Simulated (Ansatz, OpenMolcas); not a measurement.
Ansatz → OpenMolcas

This Ansatz 0.2.0 job computes singlet [SnH3O2]−:

input.yaml:
```yaml
crystal:
  periodic: [false, false, false]
  atoms:
    - symbol: O
      position_ang: [-1.248300, -0.684700, -0.233400]
    - symbol: Sn
      position_ang: [0.417000, 0.302500, -0.639600]
    - symbol: O
      position_ang: [1.413900, -0.038300, 1.016700]
    - symbol: H
      position_ang: [-1.852000, -0.783400, -0.973600]
    - symbol: H
      position_ang: [0.128600, 2.026100, -0.624300]
    - symbol: H
      position_ang: [1.182700, -0.886000, 1.408100]
basis:
  gaussian:
    orbitals: def2-SVPD
total_charge: -1
hamiltonian:
  xc: {name: revPBE}
accuracy: high
output: {orbitals: {seedname: orbitals}}
```

```bash
$ ansatz run input.yaml --threads 1 --pin off --max-ram 3480MiB --events-out events.jsonl --progress --plain --runs-dir runs
```

The coordinates come from a PBE0-D4/def2-TZVP relaxation. This is one conformer, not always the lowest. That shape belongs to the parent species and isn't relaxed for this state.

The HOMO lies above zero, from self-interaction, a short basis or an unbound electron.

It gives a total energy of -366.493473 Eh.

Question: Write the same calculation for OpenMolcas 26.06 as an input file of the program's own.

Answer: For example:

job.input:
```
* H3O2Sn Kohn-Sham DFT

&GATEWAY
 BASLIB=$CurrDir
 COORD
 6
 angstrom
 O       -1.248300      -0.684700      -0.233400
 Sn       0.417000       0.302500      -0.639600
 O        1.413900      -0.038300       1.016700
 H       -1.852000      -0.783400      -0.973600
 H        0.128600       2.026100      -0.624300
 H        1.182700      -0.886000       1.408100
 BASIS=def2-SVPD
 GROUP=NoSym

&SEWARD
 GRIDINPUT
 Grid=UltraFine
 End of Grid

&SCF
 CHARGE=-1
 KSDFT=revPBE
 THRESHOLDS=1e-10 1e-07 1e-07 1e-05
 PRORBITALS=1 1
```

```bash
$ export MOLCAS_MEM=1860
$ pymolcas job.input > job.log
```

(Basis files named in the input come from the Basis Set Exchange and aren't shown.)

Its energy is -366.493471 Eh, 0.002 mEh from the first.
